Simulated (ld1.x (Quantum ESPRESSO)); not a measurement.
**strontium, TM: configuration errors across variants**

* Element: Sr (Z = 38)
* Generator: ld1.x (Quantum ESPRESSO) 7.5
* Type: norm-conserving Troullier–Martins (Kleinman–Bylander form)
* Functional: PBE
* Relativity: scalar-relativistic
* Frozen core: [Ar] 3d10 4s2
* Valence charge: 8
* Reference configuration: 4p6 4d0 5s2 5p0
* Partial waves: 5s (bound): rc 2.80 bohr; 4d (bound, empty): rc 2.40 bohr; 4p (bound): rc 1.60 bohr
* Local potential: the p channel
* Core correction: Bessel-smoothed model core inside 1.05 bohr

All-electron excitation energies from the reference (eV): (1) 4p6 4d0 5s1 5p0 5.885; (2) 4p6 4d0 5s0 5p0 16.892; (3) 4p6 4d0 5s1.5 5p0 2.339; (4) 4p6 4d1 5s1 5p0 2.324; (5) 4p5 4d0 5s2 5p0 28.309; (6) 4p6 4d0.5 5s1.5 5p0 1.146; (7) 4p6 4d0 5s0 5p2 4.707.

Tests that are not counted but printed errors over 1 eV. “all radii but the core radius scaled by about 0.76 (s 2.12, p 1.22, d 1.82 bohr)”: 4p5 4d0 5s2 5p0 (solver errors, printed error -12.1 eV). “all radii but the core radius scaled by about 1.07 (s 3.00, p 1.72, d 2.58 bohr)”: 4p5 4d0 5s2 5p0 (solver errors, printed error -10.5 eV). “all radii but the core radius scaled by about 1.14 (s 3.20, p 1.84, d 2.74 bohr)”: 4p5 4d0 5s2 5p0 (solver errors, printed error -5.6 eV). “all radii but the core radius scaled by about 1.24 (s 3.48, p 1.98, d 2.98 bohr)”: 4p5 4d0 5s2 5p0 (solver errors, printed error -11.8 eV). “all radii but the core radius scaled by about 1.28 (s 3.58, p 2.06, d 3.08 bohr)”: 4p5 4d0 5s2 5p0 (solver errors, printed error -7.2 eV).

A true bound ghost makes a file unfit for plane-wave use even where its test errors are small: the radial tests pick states by their node count and pass the ghost by. Where a test does run into it, the solver fails or the error is huge.

Errors AE − PS in meV (a dash: test not solved or not reliable):

| change | (1) | (2) | (3) | (4) | (5) | (6) | (7) | bound ghosts |
| --- | --- | --- | --- | --- | --- | --- | --- | --- |
| base | -6.4 | -0.1 | -1.9 | -14 | -341 | -5.1 | +9.8 | s |
| all radii but the core radius scaled by about 0.76 (s 2.12, p 1.22, d 1.82 bohr) | -24 | -49 | -6.6 | -20 | – | -6.0 | -25 | s |
| all radii but the core radius scaled by about 0.92 (s 2.58, p 1.48, d 2.22 bohr) | -15 | -3.7 | -4.8 | -13 | -499 | -5.4 | +8.6 | s |
| all radii but the core radius scaled by about 1.07 (s 3.00, p 1.72, d 2.58 bohr) | -2.9 | +1.0 | -0.9 | -15 | – | -5.0 | +16 | s |
| all radii but the core radius scaled by about 1.14 (s 3.20, p 1.84, d 2.74 bohr) | -0.7 | +2.8 | -0.3 | -16 | – | -5.2 | +26 | s |
| all radii but the core radius scaled by about 1.24 (s 3.48, p 1.98, d 2.98 bohr) | +0.3 | +3.4 | 0.0 | -15 | – | -4.8 | +40 | s |
| all radii but the core radius scaled by about 1.28 (s 3.58, p 2.06, d 3.08 bohr) | +0.3 | +2.5 | 0.0 | -13 | – | -4.1 | +46 | s |
| all radii but the core radius scaled by about 1.38 (s 3.86, p 2.20, d 3.30 bohr) | +0.1 | -2.6 | 0.0 | -8.7 | – | -2.9 | +61 | s |

Give the same row for: all radii but the core radius scaled by about 0.85 (s 2.38, p 1.36, d 2.04 bohr).

-24, -14, -7.6, -14, -583, -5.7, +2.4; bound ghosts: s.
